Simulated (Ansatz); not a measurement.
In₈Sb₈H₂₂⁻, a nanocrystal cut from wurtzite InSb (hydrogen-capped). The state is a doublet with charge -1. Geometry PBE-D4/def2-SVP, that of the neutral singlet; atoms count from 1.

Cartesian coordinates in Å:
```
In -0.554 4.648 -2.952
Sb -1.902 2.247 -4.013
Sb 0.774 3.034 -0.956
In -0.978 2.039 1.061
In -1.781 -0.471 -3.058
Sb -2.264 -0.174 -0.259
Sb 0.478 0.756 3.150
In -1.157 0.005 5.412
In -2.073 -2.726 1.007
Sb -2.464 -2.084 3.791
In 2.574 1.158 -2.113
Sb 1.005 -1.054 -2.974
Sb 3.731 0.070 0.307
In 2.252 -1.327 2.366
In 1.933 -3.567 -1.840
Sb 0.735 -3.134 0.774
H -1.822 5.573 -2.212
H 0.587 5.091 -4.184
H -3.586 2.554 -4.189
H -1.602 2.117 -5.702
H 1.829 4.077 -0.077
H -2.138 3.213 1.629
H -2.818 -1.568 -3.925
H -3.944 0.195 -0.176
H 1.557 1.988 3.687
H -2.390 1.200 5.669
H -0.186 -0.868 6.556
H -3.131 -3.979 0.419
H -4.173 -1.965 3.956
H -2.345 -3.599 4.597
H 3.780 1.781 -3.203
H 1.411 -1.133 -4.646
H 4.432 1.423 1.108
H 5.218 -0.728 -0.029
H 3.292 -1.991 3.594
H 1.122 -4.882 -2.629
H 3.637 -3.306 -1.573
H 0.961 -4.613 1.627
```

In the def2 sets In, Sb take a core potential; there is no spin–orbit coupling. Single mean-field runs in def2-SVP are fitted with def2-universal-jkfit.

**Question.** Estimate the Mulliken populations of the heavy atoms from the PBE0/def2-SVP orbitals of Ansatz.

**Answer.** 
```
atom  charge (e)  spin (α − β)
 In1        0.10          0.16
 Sb2        0.02          0.03
 Sb3       -0.12          0.00
 In4        0.14          0.13
 In5        0.13          0.11
 Sb6       -0.16          0.04
 Sb7       -0.12          0.00
 In8        0.10          0.16
 In9        0.13          0.11
Sb10        0.02          0.03
In11        0.17          0.04
Sb12       -0.16          0.02
Sb13        0.03          0.01
In14        0.17          0.04
In15        0.18          0.00
Sb16       -0.16          0.02
```
Mulliken values and Mayer orders depend strongly on the basis.

**Question.** Where does the spin sit?

**Answer.** Summed by element: In 0.77, Sb 0.15, H 0.08, of 1 unpaired in all. Largest on single atoms: In8 0.16, In1 0.16, In4 0.13.

**Question.** And the Mayer bond orders between bonded heavy atoms (over 0.3)?

**Answer.** In1–Sb2 0.62 (2.95 Å); In1–Sb3 0.71 (2.89 Å); Sb2–In5 0.62 (2.88 Å); Sb3–In4 0.72 (2.85 Å); Sb3–In11 0.77 (2.85 Å); In4–Sb6 0.75 (2.88 Å); In4–Sb7 0.72 (2.85 Å); In5–Sb6 0.75 (2.86 Å); In5–Sb12 0.75 (2.85 Å); Sb6–In9 0.75 (2.86 Å); Sb7–In8 0.71 (2.89 Å); Sb7–In14 0.77 (2.85 Å); In8–Sb10 0.62 (2.95 Å); In9–Sb10 0.62 (2.88 Å); In9–Sb16 0.75 (2.85 Å); In11–Sb12 0.81 (2.85 Å); In11–Sb13 0.68 (2.89 Å); Sb12–In15 0.68 (2.91 Å); Sb13–In14 0.68 (2.89 Å); In14–Sb16 0.81 (2.85 Å); In15–Sb16 0.68 (2.91 Å).
